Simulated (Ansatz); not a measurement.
iridium atom (Ir), quartet (core potentials on Ir); PBE0/def2-TZVPP (Ansatz, a quantum-chemistry and plane-wave program).

Here is a job for Ansatz.
Ansatz 0.2 input:
```yaml
crystal:
  periodic: [false, false, false]
  atoms:
    - {symbol: Ir, position_ang: [0.00000000, 0.00000000, 0.00000000]}
basis:
  gaussian:
    orbitals: def2-TZVPP
hamiltonian:
  xc: pbe0
magnetization: {spin_polarized: true, initial_magnetization: 3}
```

Question: Predict the main parts of the log of this Ansatz run.

Answer: 
```
Functional definition: PBE0
400 factors; their error is unknown
mean field evaluation 1: about -2834.8036 eV, gradient 1.8e1 eV
mean field evaluation 2: about -2834.5064 eV, gradient 2.1e1 eV
mean field evaluation 4: about -2836.0898 eV, gradient 9.0e-1 eV
mean field evaluation 8: about -2836.2081 eV, gradient 3.4e-1 eV
mean field evaluation 16: about -2836.2227 eV, gradient 1.5e-3 eV
mean field evaluation 32: about -2836.1999 eV, gradient 1.9e0 eV
mean field -2836.22274840 eV, -104.2292635429 hartree, gradient 7.2e-6 eV, S^2 3.751052; 6 other end points of the search recorded, 0 dependent functions left out
reference -2836.22277178 eV, -104.2292644021 hartree; 10, 7 occupied and 46, 49 virtual orbitals, 400 factors
Total energy: -2836.22277178 eV, -104.2292644021 hartree
```
